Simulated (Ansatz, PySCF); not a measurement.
Breaking the C1–Al2 bond in CH5Al (SMILES [CH3][AlH2]) (multiplicity 1 held, fragments rigid). Energies count from the point at 1.955 Å.
Geometry at that point (charge 0, multiplicity 1):
```xyz
7

C     -1.235    -0.095    -0.001
Al     0.714     0.049    -0.003
H     -1.680     0.544    -0.770
H     -1.592    -1.114    -0.156
H     -1.639     0.256     0.956
H      1.399     1.478     0.030
H      1.636    -1.239    -0.022
```

U- levels take the lowest unrestricted solution at each point, which mixes spins at long bonds. Active spaces are followed from a long bond inwards. Levels need not reach the same state.

Cores are frozen in the correlated methods. Rows in 6-31G* carry no dispersion term and start afresh at each structure (6-31G* with six Cartesian d functions).

The values were computed with Ansatz (Gaussian basis) for Hartree–Fock, density functionals and correlated methods; PySCF for 6-31G* rows. Values without a source in brackets are computed.

Give the energy at R = 6.256 Å at the level FIC-MRCISD+Q on CASSCF(2,2)/cc-pV(T+d)Z.

92.5 kcal/mol

Estimate the energy at R = 6.256 Å that R-HF/6-31G* returns for this input.

174.7 kcal/mol

Predict the energy at R = 6.256 Å from U-CCSD(T)/cc-pV(T+d)Z.

93.2 kcal/mol

Doubts at one or more of the structures used: a restricted determinant that unrestricted orbitals would lower (R-HF/6-31G*); a spin-contaminated determinant (U-CCSD(T)/cc-pV(T+d)Z).

Ansatz is a program for electronic structure.
